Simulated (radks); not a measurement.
Question: Species: Ir II. Configuration: [Xe] 4f14 5d7 6s1 (the NIST ground configuration). All-electron calculation, scalar-relativistic Kohn-Sham, BLYP, spin-polarised, spherical densities, finite nucleus; open shells are filled with parallel spins first (spin-orbit coupling, left out, can overturn this in heavy ions); Fermi nuclear charge, rms radius 5.4032 fm. Program: a radial shooting solver on a logarithmic mesh with Libxc functionals. Some entries of the table are withheld. Estimate them.

| orbital | occ. | eigenvalue (hartree) | <r> (bohr) | r(max) (bohr) |
|---|---|---|---|---|
| 1s up | 1 | -2797.211 | 0.01744 | 0.01082 |
| 1s down | 1 | -2797.210 | 0.01744 | 0.01082 |
| 2s up | 1 | -489.6122 | 0.07362 | 0.06230 |
| 2s down | 1 | -489.6051 | 0.07362 | 0.06230 |
| 2p up | 3 | -425.5327 | 0.06623 | 0.05137 |
| 2p down | 3 | -425.5269 | 0.06623 | 0.05137 |
| 3s up | 1 | -114.7360 | 0.1905 | 0.1757 |
| 3s down | 1 | -114.7332 | 0.1905 | 0.1757 |
| 3p up | 3 | -95.99042 | 0.1913 | 0.1745 |
| 3p down | 3 | -95.98731 | 0.1913 | 0.1745 |
| 3d up | 5 | -75.31769 | 0.1733 | 0.1421 |
| 3d down | 5 | -75.31255 | 0.1733 | 0.1421 |
| 4s up | 1 | -24.70052 | 0.4234 | 0.3972 |
| 4s down | 1 | -24.69318 | 0.4234 | 0.3972 |
| 4p up | 3 | -18.54986 | 0.4506 | 0.4174 |
| 4p down | 3 | -18.54288 | 0.4505 | 0.4174 |
| 4d up | 5 | -10.98741 | 0.4785 | 0.4261 |
| 4d down | 5 | -10.97928 | 0.4784 | 0.4262 |
| 5s up | 1 | -3.91923 | 0.9794 | 0.8913 |
| 5s down | 1 | -3.86854 | 0.9758 | 0.8891 |
| 4f up | 7 | -2.58369 | 0.5361 | 0.3949 |
| 4f down | 7 | -2.57124 | 0.5345 | 0.3948 |
| 5p up | 3 | -2.33564 | 1.136 | (1) |
| 5p down | 3 | -2.27227 | 1.131 | (2) |
| 5d up | 5 | -0.58741 | 1.668 | 1.302 |
| 6s up | 1 | -0.51955 | 2.672 | 2.312 |
| 5d down | 2 | -0.51324 | 1.689 | 1.295 |
| 6s down | 0 | -0.46614 | 2.767 | 2.355 |

Answer: 
(1) 5p up r(max) (bohr): 1.004
(2) 5p down r(max) (bohr): 1.001
